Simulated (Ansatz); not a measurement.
Gas-phase electronic energies from Ansatz, PBE0-D4/def2-TZVP geometries. CBS: MP2 limit from def2 TZ/QZ plus the TZ coupled-cluster correction, frozen cores. This one scheme is used for every species. DFT in def2-TZVPP. B3LYP here is the variant with VWN-RPA as its local correlation; programs differ in this. For Ge outer-core shells are correlated without core-valence functions, which leaves a few kJ/mol of doubt a bond. Scalar relativity is left out up to krypton. Each species was taken in one conformer, which may not be the lowest.

`C[O][GeH]([SH])[O]C` + H–F → `C[O][GeH]([F])[O]C` + H₂S  (ligand exchange at a Ge–S bond)

`C[O][GeH]([SH])[O]C`:

Z-matrix (Å, degrees):
```
C
O 1 1.412
H 1 1.096 2 112.0
H 1 1.092 2 107.7 3 119.2
H 1 1.097 2 111.9 3 -121.9
Ge 2 1.773 1 118.4 3 58.4
O 6 1.768 2 109.3 1 -58.0
S 6 2.206 2 102.8 1 -177.9
H 6 1.532 2 113.2 1 57.5
C 7 1.412 6 119.7 2 -62.5
H 8 1.344 6 90.7 2 10.0
H 10 1.096 7 111.8 6 65.8
H 10 1.092 7 107.7 6 -175.1
H 10 1.096 7 111.8 6 -56.0
```

H–F:

Cartesian coordinates in Å:
```
F -0.068 -0.112 0.441
H 0.068 0.112 -0.441
```

`C[O][GeH]([F])[O]C`:

```xyz
13

C    -0.226    0.597   -2.206
O    -0.577    0.059   -0.946
Ge    0.575   -0.896   -0.031
F     2.042    0.036   -0.009
O    -0.041   -1.047    1.592
C    -0.468    0.101    2.307
H    -0.025   -0.190   -2.944
H    -1.073    1.187   -2.559
H     0.652    1.247   -2.140
H     0.897   -2.275   -0.594
H     0.371    0.767    2.529
H    -1.229    0.660    1.755
H    -0.898   -0.245    3.248
```

H₂S:

Z-matrix (Å, degrees):
```
S
H 1 1.341
H 1 1.341 2 92.3
```

CCSD(T)/CBS gives -18.2 kJ/mol.

**Question.** Another level gave -13.6 kJ/mol. Which?
A. B3LYP-D4/def2-TZVPP
B. PBE-D4/def2-TZVPP
C. PBE/def2-TZVPP
D. B3LYP/def2-TZVPP

**Answer.** B. PBE-D4 -13.6, B3LYP-D4 -24.4, B3LYP -35.2, PBE -20.4 kJ/mol.

Largest T1 diagnostic among the species: 0.012.

The D4 term adds +10.8 kJ/mol with B3LYP and +6.1 kJ/mol with PBE0; it sums over pairs of atoms, weighted by their polarisabilities, and B3LYP, whose exchange is more repulsive, gets the larger term. In def2-TZVPP, CCSD(T) changes the Hartree–Fock value by +26.9 kJ/mol (the triples alone add +4.5 kJ/mol) and MP2 by +33.4 kJ/mol.
